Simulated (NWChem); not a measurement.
Species: MgSi₂H₆; SMILES [SiH3][Mg][SiH3]

All runs: NWChem. Pople sets run with spherical d functions. All runs use the structure optimised with PBE-D3(BJ)/def2-SVP. LC-ωPBE (HJS hole) with 6-31G*; x = 1 − exp(−ω/0.25 bohr⁻¹) is a scale chosen for this fit.

| row | x | −ε(HOMO) (eV) |
|---|---|---|
| ω = 0.10 | 0.330 | 6.98 |
| ω = 0.15 | 0.451 | 7.52 |
| ω = 0.20 | 0.551 | withheld |
| ω = 0.30 | 0.699 | 8.58 |
| ω = 0.60 | 0.909 | 9.37 |

Question: Fit a straight line of the last column on the one before it, predict the withheld value, and compare with the run.

Answer: 
1. Means of the 4 shown rows: x = 0.5973, y = 8.112. Slope Σ(x − x̄)(y − ȳ)/Σ(x − x̄)² = 0.8289/0.2004 = 4.137; intercept 5.642.
2. The shown rows scatter about the line by 0.032 (root mean square); the largest residual is +0.05, at ω = 0.30.
3. At x = 0.551 (ω = 0.20; inside the shown range) the line gives 7.92.
4. The run gives 7.96, +0.04 from the line, 1.3 times the scatter.
